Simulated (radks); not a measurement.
All-electron atom: Ho24+ in [Kr] 4d7 (the NIST ground configuration). Calculated with a radial shooting solver on a logarithmic mesh with Libxc functionals: non-relativistic Kohn-Sham, LDA (Slater exchange, Perdew-Wang correlation), spin-unpolarised, spherical densities, point nucleus; relativity is left out, which matters for an element this heavy.

Normalised radial functions P(r) = r R(r), r in bohr:

```
   r/bohr * 3p, o 3d, + 4s (the largest magnitude, 2.29, reaches the edge; | marks zero, & curves that meet)
 0.001759                             & +
 0.002541                             & +
 0.003672                             &  +
 0.005305                             o*  +
 0.007665                             o *  +
  0.01107                             o  * +
    0.016                             o   + *
  0.02312                             |o+      *
   0.0334                           + |  o         *
  0.04826                       +     |     o         *
  0.06973                     +       |           &
   0.1007                           + *                   o
   0.1456           *                 |       +                 o
   0.2103  *                          |          +             o
   0.3039         *                +  |               o
   0.4391          +           *      |     o
   0.6293             +              *|o
   0.9093                        +    &
    1.314                             &
```

3p: eigenvalue -2421.4 eV, 1 radial node at r = 0.100 bohr, <r> = 0.235 bohr, 90 % of the charge inside 0.350 bohr. 3d: eigenvalue -2101.2 eV, 0 radial nodes, <r> = 0.208 bohr, 90 % of the charge inside 0.322 bohr. 4s: eigenvalue -1027.3 eV, 3 radial nodes at r = 0.0289, 0.110, 0.287 bohr, <r> = 0.517 bohr, 90 % of the charge inside 0.732 bohr.
